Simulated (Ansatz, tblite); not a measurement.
Forces on (MgSe)2 ring (Mg₂Se₂) at its PBE0-D4/def2-SVP geometry. The state is a singlet with charge 0.

The xTB rows come from tblite.

GFN1-xTB (tblite), largest force 0.55 eV/Å:

```xyz
4
positions Å, forces eV/Å
Mg    0.608   -0.393    1.149   -0.103    0.065   -0.192
Se   -1.406    1.016    1.092    0.380   -0.273   -0.294
Mg   -0.607    0.395   -1.149    0.101   -0.067    0.192
Se    1.405   -1.017   -1.092   -0.378    0.275    0.294
```

GFN2-xTB (tblite), largest force 0.38 eV/Å:

```
Mg 0.147 -0.097 0.280
Se 0.260 -0.187 -0.201
Mg -0.149 0.095 -0.280
Se -0.259 0.188 0.202
```

PBE0-D4/def2-TZVP (Ansatz), largest force 0.28 eV/Å:

```
Mg -0.120 0.075 -0.224
Se 0.192 -0.136 -0.148
Mg 0.117 -0.079 0.224
Se -0.190 0.140 0.148
```
